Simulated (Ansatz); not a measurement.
Isolated molecules relaxed with PBE0-D4/def2-TZVP in Ansatz; ΔE leaves out vibrations. CBS: MP2 limit from def2 TZ/QZ plus the TZ coupled-cluster correction, frozen cores. Double bonds are as drawn, so ΔE can hold a change between cis and trans. Functionals use def2-TZVPP. def2 core potentials past Kr. For Nb outer-core shells are correlated without core-valence functions, which leaves a few kJ/mol of doubt a bond. Each species was taken in one conformer, which may not be the lowest.

`[NH]=[Nb]([F])([F])[F]` + `C/C=C/CF` → `[CH3][Nb](=[NH])([F])[F]` + `F/C=C\CF`  (formal exchange of groups at the Nb–F bond)

Is it downhill or uphill in electronic energy at CCSD(T)/CBS, and by how much? (Estimate.)

Ansatz gave: Uphill: ΔE = +2.21 eV.

What do these levels give: BLYP-D4, ωB97X-V, revPBE, CCSD/def2-TZVPP, HF/def2-QZVPP, MP2/CBS(def2)? (Estimate.)

Computed: BLYP-D4 2.20, ωB97X-V 2.26, revPBE 2.18, CCSD/def2-TZVPP 2.21, HF/def2-QZVPP 2.28, MP2/CBS(def2) 2.29 eV.

Largest T1 diagnostic among the species: 0.021, so the coupled-cluster value is less sure than usual.

From BLYP to BHLYP (50 % exact exchange), in def2-TZVPP and without D4, ΔE moves by +0.06 eV. Leaving LDA and LC-ωPBE aside and taking each functional with its dispersion term where it has one, the values, not all of them listed here, spread over 0.11 eV, from PBE-D4 to B97M-V.
